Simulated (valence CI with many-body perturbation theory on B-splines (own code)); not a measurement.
**Se XXVIII: electric-dipole lines**

Calculated by valence CI with perturbative core correlation (CI+MBPT): five valence electrons over a frozen Dirac-Fock core [He], a basis of 11 s, 11 p, 10 d, 8 f, 5 g, 2 h functions for each j, with the one-electron correlation potential Σ1, the two-electron term Σ2, the three-electron term Σ3, Breit, model QED; selected CI, second order for the rest, scaled by the run's own slope (own B-spline code, finite nucleus).

No measured spectrum was set against this ion. As an estimate, large intervals hold to a few tenths of a per cent, small ones and those within an open d or f shell to about a per cent. Among the levels kept, up to 5300 cm⁻¹ of a level comes from second order outside the variational space, and about a tenth of that is noise between levels of different J, which matters for small intervals.

Lines 101 to 150 of 600 in falling wavelength, among levels below 2014.4 eV, chosen from the strongest by gf and those to the six lowest levels. Wavelengths and rates use the calculated energies. Electric multipoles are in the length gauge, E1 and E2 with the static RPA response of the core. Weak lines are less certain than strong ones. Lines between different terms over intervals too small for the method are left out, as are lines whose strength nearly cancels. Where a level lies close to another of its J and parity, the split of strength between their lines is uncertain. The highest levels of a list are the least certain.

Levels are named by their leading jj configuration (3d3/2^4 stands for four electrons in 3d with j = 3/2), which in mixed levels can hold well under half, so a name can repeat and another be missing. Letters in brackets count levels of one name in rising energy.

| λ vac (nm) | Upper | Lower | A (s⁻¹) | S (a.u.) |
| --- | --- | --- | --- | --- |
| 25.11 | (2s^2 2p1/2 2p3/2 3d5/2) J=3/2 [a] | (2s^2 2p1/2 2p3/2 3p3/2) J=1/2 [a] | 3.50e+09 | 1.09e-01 |
| 25.09 | (2s^2 2p1/2 2p3/2 3p3/2) J=5/2 [a] | (2s^2 2p1/2 2p3/2 3s) J=3/2 [a] | 5.76e+09 | 2.69e-01 |
| 25.06 | (2s^2 2p1/2 2p3/2 3d3/2) J=5/2 [b] | (2s^2 2p1/2 2p3/2 3p1/2) J=3/2 [b] | 1.97e+09 | 9.16e-02 |
| 24.97 | (2s 2p3/2^3 3p3/2) J=3/2 [b] | (2s 2p3/2^3 3s) J=1/2 | 3.81e+09 | 1.17e-01 |
| 24.97 | (2s 2p1/2 2p3/2^2 3p3/2) J=9/2 | (2s 2p1/2 2p3/2^2 3s) J=7/2 | 8.04e+09 | 6.17e-01 |
| 24.90 | (2s 2p1/2 2p3/2^2 3p3/2) J=5/2 [a] | (2s 2p1/2 2p3/2^2 3s) J=5/2 [a] | 2.15e+09 | 9.81e-02 |
| 24.88 | (2s 2p1/2 2p3/2^2 3d3/2) J=5/2 [d] | (2s 2p1/2 2p3/2^2 3p1/2) J=3/2 [d] | 3.09e+09 | 1.41e-01 |
| 24.86 | (2s 2p1/2 2p3/2^2 3p3/2) J=5/2 [c] | (2s 2p1/2 2p3/2^2 3s) J=3/2 [b] | 5.40e+09 | 2.46e-01 |
| 24.77 | (2s 2p1/2^2 2p3/2 3p3/2) J=7/2 | (2s 2p1/2^2 2p3/2 3s) J=5/2 | 7.94e+09 | 4.77e-01 |
| 24.72 | (2s 2p1/2 2p3/2^2 3p3/2) J=5/2 [d] | (2s 2p1/2 2p3/2^2 3s) J=3/2 [c] | 4.41e+09 | 1.98e-01 |
| 24.70 | (2s 2p1/2^2 2p3/2 3d3/2) J=5/2 [a] | (2s 2p1/2^2 2p3/2 3p1/2) J=5/2 | 3.37e+09 | 1.50e-01 |
| 24.68 | (2s 2p1/2^2 2p3/2 3p3/2) J=5/2 [b] | (2s 2p1/2^2 2p3/2 3s) J=3/2 [b] | 4.02e+09 | 1.79e-01 |
| 24.63 | (2s 2p1/2 2p3/2^2 3d3/2) J=5/2 [c] | (2s 2p1/2 2p3/2^2 3p3/2) J=3/2 [d] | 2.39e+09 | 1.06e-01 |
| 24.60 | (2s 2p1/2 2p3/2^2 3p3/2) J=7/2 [b] | (2s 2p1/2 2p3/2^2 3s) J=7/2 | 2.72e+09 | 1.60e-01 |
| 24.60 | (2s 2p1/2 2p3/2^2 3d5/2) J=9/2 [b] | (2s 2p1/2 2p3/2^2 3p1/2) J=7/2 | 2.77e+09 | 2.04e-01 |
| 24.60 | (2s 2p1/2^2 2p3/2 3d3/2) J=7/2 [a] | (2s 2p1/2^2 2p3/2 3p1/2) J=5/2 | 4.17e+09 | 2.45e-01 |
| 24.54 | (2s^2 2p3/2^2 3d3/2) J=5/2 | (2s^2 2p3/2^2 3p1/2) J=5/2 | 2.56e+09 | 1.12e-01 |
| 24.52 | (2s^2 2p1/2 2p3/2 3p3/2) J=3/2 [b] | (2s^2 2p1/2 2p3/2 3s) J=3/2 [b] | 4.46e+09 | 1.30e-01 |
| 24.38 | (2s 2p1/2^2 2p3/2 3d3/2) J=7/2 [b] | (2s 2p1/2^2 2p3/2 3p3/2) J=5/2 [a] | 6.13e+09 | 3.51e-01 |
| 24.30 | (2s 2p1/2 2p3/2^2 3p3/2) J=3/2 [f] | (2s 2p1/2 2p3/2^2 3s) J=1/2 [c] | 4.51e+09 | 1.28e-01 |
| 24.28 | (2s 2p1/2 2p3/2^2 3p1/2) J=5/2 [b] | (2s 2p1/2 2p3/2^2 3s) J=7/2 | 5.78e+09 | 2.45e-01 |
| 24.26 | (2s 2p1/2 2p3/2^2 3d3/2) J=3/2 [f] | (2s 2p1/2 2p3/2^2 3p1/2) J=3/2 [d] | 2.57e+09 | 7.26e-02 |
| 24.25 | (2s 2p1/2^2 2p3/2 3d5/2) J=3/2 [a] | (2s 2p1/2^2 2p3/2 3p3/2) J=3/2 [a] | 3.39e+09 | 9.55e-02 |
| 24.17 | (2s 2p1/2^2 2p3/2 3p3/2) J=3/2 [b] | (2s 2p1/2^2 2p3/2 3s) J=3/2 [b] | 2.64e+09 | 7.37e-02 |
| 24.16 | (2s^2 2p1/2 2p3/2 3d3/2) J=3/2 [b] | (2s^2 2p1/2 2p3/2 3p1/2) J=3/2 [b] | 3.44e+09 | 9.59e-02 |
| 24.16 | (2s 2p1/2 2p3/2^2 3d5/2) J=5/2 [c] | (2s 2p1/2 2p3/2^2 3p1/2) J=3/2 [b] | 3.46e+09 | 1.45e-01 |
| 24.08 | (2s 2p3/2^3 3d3/2) J=3/2 | (2s 2p3/2^3 3p1/2) J=3/2 [a] | 2.95e+09 | 8.14e-02 |
| 24.07 | (2s^2 2p1/2 2p3/2 3d5/2) J=5/2 [b] | (2s^2 2p1/2 2p3/2 3p3/2) J=3/2 [b] | 4.94e+09 | 2.04e-01 |
| 24.01 | (2s 2p1/2^2 2p3/2 3d3/2) J=5/2 [a] | (2s 2p1/2^2 2p3/2 3p1/2) J=3/2 [a] | 2.38e+09 | 9.77e-02 |
| 23.99 | (2s 2p1/2 2p3/2^2 3d5/2) J=3/2 [d] | (2s 2p1/2 2p3/2^2 3p3/2) J=1/2 [c] | 2.73e+09 | 7.44e-02 |
| 23.98 | (2s 2p1/2^2 2p3/2 3d3/2) J=1/2 [a] | (2s 2p1/2^2 2p3/2 3p1/2) J=3/2 [a] | 6.50e+09 | 8.85e-02 |
| 23.97 | (2s 2p1/2^2 2p3/2 3d3/2) J=3/2 [a] | (2s 2p1/2^2 2p3/2 3p1/2) J=3/2 [a] | 4.72e+09 | 1.28e-01 |
| 23.83 | (2s 2p1/2 2p3/2^2 3p1/2) J=7/2 | (2s 2p1/2 2p3/2^2 3s) J=5/2 [a] | 2.26e+09 | 1.21e-01 |
| 23.80 | (2s 2p3/2^3 3d5/2) J=7/2 | (2s 2p3/2^3 3p1/2) J=5/2 | 1.59e+09 | 8.48e-02 |
| 23.79 | (2s^2 2p1/2^2 3p3/2) J=3/2 | (2s^2 2p1/2^2 3s) J=1/2 | 7.81e+09 | 2.08e-01 |
| 23.77 | (2s 2p1/2 2p3/2^2 3p3/2) J=3/2 [c] | (2s 2p1/2 2p3/2^2 3s) J=1/2 [a] | 6.79e+09 | 1.80e-01 |
| 23.67 | (2s 2p1/2 2p3/2^2 3p3/2) J=3/2 [a] | (2s 2p1/2 2p3/2^2 3s) J=3/2 [a] | 5.43e+09 | 1.42e-01 |
| 23.46 | (2s^2 2p3/2^2 3p3/2) J=3/2 [b] | (2s^2 2p3/2^2 3s) J=1/2 | 7.01e+09 | 1.79e-01 |
| 23.45 | (2s 2p1/2 2p3/2^2 3p3/2) J=3/2 [d] | (2s 2p1/2 2p3/2^2 3s) J=3/2 [b] | 2.57e+09 | 6.53e-02 |
| 23.41 | (2s 2p1/2^2 2p3/2 3d3/2) J=3/2 [b] | (2s 2p1/2^2 2p3/2 3p1/2) J=1/2 | 3.43e+09 | 8.68e-02 |
| 23.40 | (2s 2p1/2 2p3/2^2 3p3/2) J=3/2 [e] | (2s 2p1/2 2p3/2^2 3s) J=3/2 [c] | 7.32e+09 | 1.85e-01 |
| 23.39 | (2s 2p1/2 2p3/2^2 3d5/2) J=3/2 [b] | (2s 2p1/2 2p3/2^2 3p3/2) J=3/2 [b] | 4.28e+09 | 1.08e-01 |
| 23.39 | (2s 2p3/2^3 3p3/2) J=5/2 [a] | (2s 2p3/2^3 3s) J=5/2 | 7.01e+09 | 2.66e-01 |
| 23.37 | (2s^2 2p1/2 2p3/2 3d3/2) J=1/2 [b] | (2s^2 2p1/2 2p3/2 3p1/2) J=3/2 [b] | 5.57e+09 | 7.02e-02 |
| 23.25 | (2s 2p1/2^2 2p3/2 3p3/2) J=3/2 [b] | (2s 2p1/2^2 2p3/2 3s) J=1/2 | 4.88e+09 | 1.21e-01 |
| 23.23 | (2s 2p1/2 2p3/2^2 3d3/2) J=7/2 [a] | (2s 2p1/2^2 2p3/2 3p3/2) J=5/2 [b] | 2.53e+09 | 1.25e-01 |
| 23.23 | (2s 2p3/2^3 3d3/2) J=5/2 | (2s 2p3/2^3 3p1/2) J=3/2 [a] | 2.02e+09 | 7.50e-02 |
| 23.22 | (2s 2p3/2^3 3d3/2) J=7/2 | (2s 2p3/2^3 3p1/2) J=5/2 | 5.70e+09 | 2.82e-01 |
| 23.21 | (2s 2p1/2^2 2p3/2 3d3/2) J=5/2 [b] | (2s 2p1/2^2 2p3/2 3p1/2) J=3/2 [b] | 6.05e+09 | 2.24e-01 |
| 23.11 | (2s 2p1/2 2p3/2^2 3p3/2) J=5/2 [d] | (2s 2p1/2 2p3/2^2 3s) J=5/2 [c] | 3.13e+09 | 1.14e-01 |
